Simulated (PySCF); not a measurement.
## Shifts of the heteroatoms

Numbering as in the mapped SMILES `[SiH3:1][SiH2:2][SiH:3]([SiH3:4])[SiH3:5]`. Each H is labelled by its parent atom.

Computational details: coordinates at the GFN2-xTB level, shieldings: GIAO PBE0/pcSseg-1, in PySCF (averaged over atoms made equivalent by symmetry, fast rotation or ring inversion, a single conformation, in vacuum, non-relativistic).

**Question.** What are the ²⁹Si shifts?

**Answer.** 
| atoms | environment | σ (ppm) | δ (ppm) |
| --- | --- | --- | --- |
| Si4/Si5 | silicon bonded to Si, 3 H | 459.3 | -97.5 |
| Si1 | silicon bonded to Si, 3 H | 464.8 | -102.1 |
| Si2 | silicon bonded to 2 Si, 2 H | 474.0 | -109.7 |
| Si3 | silicon bonded to 3 Si, H | 495.1 | -127.0 |

Shieldings were converted by a linear fit to measured shifts: ²⁹Si: δ = 279.94 − 0.822σ (rms 8.9 ppm, 72 shifts, 25.8 ppm with the 6 outliers that the fit left out vs TMS, solution or neat liquid). A few per cent of atoms miss by over 2 rms, more outside the fitted compound classes.

On a 500 MHz spectrometer ²⁹Si resonates near 99.3 MHz, so 1 ppm is 99.3 Hz.
